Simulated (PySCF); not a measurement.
# How methods differ on the excitation energy of Be

Be [He] 2s2 (1S) → Be [He] 2s1 2p1 (3P), as a difference of total energies. All numbers are calculated (PySCF 2.14, scalar relativity by spin-free X2C-1e, in aug-cc-pCVTZ-DK (7s6p4d2f, 59 functions)). Correlated levels: valence: 1s2 frozen; valence and next inner shell: nothing frozen. The calculations carry no spin-orbit coupling.

| method | excitation energy (eV) |
| --- | --- |
| UHF | 1.620 |
| LDA | 2.407 |
| PBE | 2.310 |
| PBE0 | 2.290 |
| r2SCAN | 2.134 |
| B2PLYP | 2.508 |
| M06-2X | 2.738 |
| revPBE | 2.335 |
| PW91 | 2.319 |
| MP2 (valence) | 2.327 |
| SCS-MP2 (valence) | 2.533 |
| MP2 (valence and next inner shell) | 2.344 |
| SCS-MP2 (valence and next inner shell) | 2.552 |

Errors of the correlated levels include the incompleteness of this basis and the frozen core.

Q: Which method comes closest to the reference value, and which is furthest?

A: The reference is 2.725 eV (measured; NIST levels, between the centres of gravity of the two terms). Closest: M06-2X (error 0.013 eV); furthest: UHF (error -1.105 eV).
